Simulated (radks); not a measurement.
Results of a calculation; reference values are marked as such.
Fractional charge and spin in the 5s shell of indium: the spin-up occupation runs from 0 to 1 and the spin-down occupation from 0 to 1; the fullest corner is In, [Kr] 4d10 5p(up 0.5, down 0.5) 5s(up 1, down 1). Code: a radial shooting solver on a logarithmic mesh with Libxc functionals. Model: scalar-relativistic Kohn-Sham, PBE, spin-polarised, spherical densities, point nucleus. Energy (eV) minus the two flat planes that join the four corners (they meet along the diagonal where the two added fractions sum to one electron); zero is where a piecewise linear energy would lie.

\begin{tabular}{lrrrrr}
down \ up & 0 & 0.25 & 0.5 & 0.75 & 1 \\ \hline
0 & 0.000 & -0.777 & -1.030 & -0.768 & 0.000 \\
0.25 & -0.777 & -0.972 & -0.655 & 0.164 & -0.687 \\
0.5 & -1.030 & -0.655 & 0.219 & -0.581 & -0.906 \\
0.75 & -0.768 & 0.164 & -0.581 & -0.855 & -0.671 \\
1 & 0.000 & -0.687 & -0.906 & -0.671 & 0.000 \\
\end{tabular}

Corners above the fullest one (they belong to In+ and the next ion): (up 1, down 0) 11.738 eV, (up 0, down 1) 11.738 eV, (up 0, down 0) 32.123 eV. With half an added electron in each spin the energy lies 0.219 eV from the planes, and with half an added electron in spin up alone -1.030 eV. The planes are only a guide here: the flat-plane condition holds for ground states with one frontier orbital, while this shell lies below other occupied shells, so the corners above the fullest one are inner-hole states and not the ground states of those ions.
